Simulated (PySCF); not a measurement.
C2H3BClFO2. Atoms are numbered in the order given.

```xyz
10

B      0.7236     0.4682     0.6379
Cl     0.3584    -0.8847     1.6944
F      1.5458     1.4123     1.0618
O      0.2686     0.5751    -0.6441
C     -0.8620    -0.0195    -1.1884
C     -0.6768    -0.2588    -2.6583
O     -1.8365    -0.2498    -0.5329
H     -1.6001    -0.6652    -3.0856
H      0.1562    -0.9622    -2.8127
H     -0.4034     0.6840    -3.1554
```
Charge 0, spin multiplicity 1.

Coordinates come from a TPSSh-D3(BJ)/def2-SVP optimisation. The structure was generated by enumeration, and PubChem lists no compound with its InChIKey, so it may never have been made. Other conformers were not sampled.

All values below come from PySCF with HF/pcSseg-1.

GIAO shieldings, no solvent; atoms alike by connectivity are averaged. δ = σ(ref) − σ: ¹¹B against BF3 (σ = 102.7 ppm); ³⁵Cl against HCl (σ = 958.2 ppm); ¹⁹F against CFCl3 (σ = 238.5 ppm); ¹⁷O against H2O (σ = 333.0 ppm); ¹³C against TMS (σ = 192.6 ppm); ¹H against TMS (σ = 31.99 ppm), references at their B3LYP-D3(BJ)/def2-TZVP geometries, non-relativistic (without spin–orbit terms, shifts of atoms bonded to Cl or Br come out too high).

```
atoms        nucleus  count  δ (ppm)
-----------  -------  -----  -------
B1               ¹¹B      1        ?
Cl2             ³⁵Cl      1        ?
F3               ¹⁹F      1    -49.3
O7               ¹⁷O      1    504.1
O4               ¹⁷O      1    222.5
C5               ¹³C      1        ?
C6               ¹³C      1     25.3
H8, H9, H10       ¹H      3        ?
```

Question: Some entries are withheld; supply them. (The exact figures need the calculation; the answer reports its results.)

Answer: 
- C5, δ (ppm): 176.3
- H8, H9, H10, δ (ppm): 2.57
- Cl2, δ (ppm): 47.6
- B1, δ (ppm): 12.4
